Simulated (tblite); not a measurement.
Compound: C₆H₃N₂Se (doublet state).
Atom-mapped SMILES: `[N:1]#[C:2][C:3]1=[CH:4][CH:5][C@@H:6]([C:7]#[N:8])[Se:9]1` (hydrogens: H10 on C4; H11 on C5; H12 on C6)
Bond orders are those of one Lewis drawing.

Computed with GFN2-xTB (tblite), gas phase: L-BFGS steps from a force-field or distance-geometry start until the largest atomic force falls under 0.01 eV/Å.

The end geometry, which sets the zero of energy:
```
atom  x, y, z in Å
N1      3.7390    0.8780    0.8456
C2      2.6428    0.6692    0.5527
C3      1.3345    0.4049    0.1986
C4      0.7839   -0.8840    0.0181
C5     -0.5147   -0.9570   -0.3404
C6     -1.2530    0.3367   -0.4858
C7     -2.3407    0.4250    0.4534
N8     -3.1865    0.4768    1.2198
Se9     0.0884    1.7870   -0.1080
H10     1.4041   -1.7542    0.1619
H11    -1.0509   -1.8765   -0.4985
H12    -1.6458    0.4934   -1.4993
```

Question: These geometries come from the run, each turned onto the end geometry. Order them by energy, lowest first.
A.
```
atom  x, y, z in Å
N1      3.8270    0.8964    0.4636
C2      2.6981    0.6608    0.4305
C3      1.3494    0.3829    0.3126
C4      0.8095   -0.9045    0.0860
C5     -0.5025   -0.9726   -0.2271
C6     -1.2316    0.3345   -0.3554
C7     -2.4935    0.4160    0.3327
N8     -3.4943    0.5223    0.8744
Se9     0.0438    1.7440    0.2951
H10     1.4657   -1.7638    0.1205
H11    -1.0274   -1.8963   -0.4040
H12    -1.4430    0.5795   -1.4108
```
B.
```
atom  x, y, z in Å
N1      3.8185    0.8834    0.6141
C2      2.6966    0.6628    0.4578
C3      1.3627    0.3934    0.2328
C4      0.8038   -0.8916    0.0460
C5     -0.5157   -0.9444   -0.2297
C6     -1.2322    0.3574   -0.3894
C7     -2.4484    0.4081    0.3711
N8     -3.4285    0.4043    0.9596
Se9     0.0884    1.7893    0.1395
H10     1.4234   -1.7723    0.1211
H11    -1.0863   -1.8478   -0.3620
H12    -1.4813    0.5568   -1.4427
```
C.
```
atom  x, y, z in Å
N1      3.8297    0.8795    0.4017
C2      2.6950    0.6731    0.4065
C3      1.3409    0.3975    0.3529
C4      0.8127   -0.8964    0.1025
C5     -0.4908   -0.9876   -0.2145
C6     -1.2339    0.3194   -0.2927
C7     -2.5175    0.4326    0.3536
N8     -3.5449    0.5994    0.8362
Se9     0.0307    1.7489    0.3382
H10     1.4653   -1.7639    0.1288
H11    -0.9921   -1.8911   -0.5263
H12    -1.3942    0.4880   -1.3689
```
D.
```
atom  x, y, z in Å
N1      3.7589    0.8217    0.8272
C2      2.6545    0.6667    0.5319
C3      1.3384    0.4251    0.1905
C4      0.7909   -0.8672    0.0222
C5     -0.5095   -0.9474   -0.3262
C6     -1.2559    0.3402   -0.4763
C7     -2.3592    0.4150    0.4443
N8     -3.2285    0.4497    1.1858
Se9     0.0752    1.7988   -0.0880
H10     1.4161   -1.7338    0.1684
H11    -1.0441   -1.8699   -0.4674
H12    -1.6356    0.5004   -1.4942
```
E.
```
atom  x, y, z in Å
N1      3.8070    0.8453    0.7233
C2      2.6906    0.6538    0.5036
C3      1.3626    0.4117    0.2091
C4      0.7982   -0.8714    0.0327
C5     -0.5130   -0.9416   -0.2778
C6     -1.2524    0.3496   -0.4249
C7     -2.4178    0.4132    0.4147
N8     -3.3549    0.4189    1.0688
Se9     0.0877    1.7960   -0.0008
H10     1.4186   -1.7449    0.1498
H11    -1.0491   -1.8642   -0.4223
H12    -1.5765    0.5328   -1.4581
```

Answer: D (0.003 eV), E (0.011 eV), B (0.024 eV), A (0.052 eV), C (0.109 eV).

In the order of the answer:

```tsv
step	E above end (eV)	largest force (eV/Å)	rms force component (eV/Å)	rms distance from end (Å)	rms bond change (Å)	bond most changed (Å)
49	0.003	0.08	0.025	0.032	0.001	C6–Se9 +0.001
40	0.011	0.12	0.043	0.101	0.003	C3–Se9 +0.008
31	0.024	0.15	0.050	0.175	0.003	C6–Se9 +0.007
18	0.052	0.18	0.068	0.244	0.003	C6–H12 +0.006
9	0.109	0.59	0.183	0.280	0.005	C5–C6 +0.009
```

What follows is the cost of the whole relaxation. The run took 0.46 s on an Arm Neoverse V1 with one thread, no GPU, shared host with 32 logical CPUs at a one-minute load of 16.
